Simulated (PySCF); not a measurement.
# Static response to an electric field

C₃H₁₂BN.
SMILES with atom numbers: `[BH3-:1][N@H+:2]([CH3:3])[CH2:4][CH3:5]` (hydrogens: H6, H7, H8 on B1; H9 on N2; H10, H11, H12 on C3; H13, H14 on C4; H15, H16, H17 on C5)

Geometry (PBE0-D3(BJ)/def2-SVP, Å), atoms numbered from 1 in this order:
```
atom  x, y, z in Å
B1    -1.9139   -0.6212    0.2534
N2    -0.4887    0.1655    0.3116
C3    -0.5922    1.4989   -0.2931
C4     0.6020   -0.6532   -0.2577
C5     1.9971   -0.1117   -0.0171
H6    -2.7232    0.1125    0.8111
H7    -1.7364   -1.6752    0.8551
H8    -2.1580   -0.7853   -0.9380
H9    -0.2985    0.2847    1.3090
H10   -1.4223    2.0340    0.1827
H11   -0.8300    1.3754   -1.3577
H12    0.3378    2.0757   -0.1838
H13    0.4868   -1.6539    0.1809
H14    0.3839   -0.7566   -1.3312
H15    2.1968    0.0301    1.0577
H16    2.1796    0.8445   -0.5295
H17    2.7398   -0.8295   -0.3937
```

Level: CAM-B3LYP/def2-SVPD (PySCF), static field, nuclei fixed, core orbitals frozen in the response. The polarisability tensor in these axes (au):

```
x   72.16 -0.43 -1.41
y   -0.43 65.57 -0.86
z   -1.41 -0.86 60.03
```

Task: What are the eigenvalues, a third of the trace, and Δα (Δα² = ½Σ(αi − αj)² over the three pairs)?

Result: Principal values 59.73, 65.69 and 72.33 au; mean 65.92 au = 9.77 Å³ = 10.87 × 10⁻⁴⁰ C²·m²/J; Δα = 10.92 au (17 % of the mean).

Task: What is the dipole moment, and where does it point?

Result: (4.86, 2.43, 0.00) D, 5.43 D in size, pointing from the negative to the positive side. Measured along this direction, the outermost atoms are H6, H7 and H8 at the negative end and H16 at the positive end.

Task: Find the Langevin capture rate constant for O2+ (31.990 u) meeting this molecule (73.106 u), k = 2.342 × 10⁻⁹ cm³/s × √(α in Å³ / reduced mass in u).

Result: The reduced mass is 22.25 u, so k = 1.55 × 10⁻⁹ cm³/s. The formula leaves out the permanent dipole, which adds to the capture rate.

Task: Along which axes do the principal values lie, and how far do the nuclei extend along each?

Result: Largest value along (0.99, -0.05, -0.11), where the nuclei span 5.60 Å; middle along (0.03, 0.99, -0.16), 3.93 Å; least along (0.12, 0.15, 0.98), 2.68 Å. The response follows the extents in order.

Task: What would n − 1 = 2πNα be for an ideal gas of these molecules at 350 K and 1 atm, electronic part alone?

Result: N = p/kT = 2.0968 × 10¹⁹ cm⁻³, so n − 1 = 2π × N × 9.77 × 10⁻²⁴ cm³ = 1287 × 10⁻⁶ at long wavelengths, for an ideal gas.

One conformer (not necessarily the lowest) at the PBE0-D3(BJ)/def2-SVP geometry, without solvent, vibrations or thermal averaging.
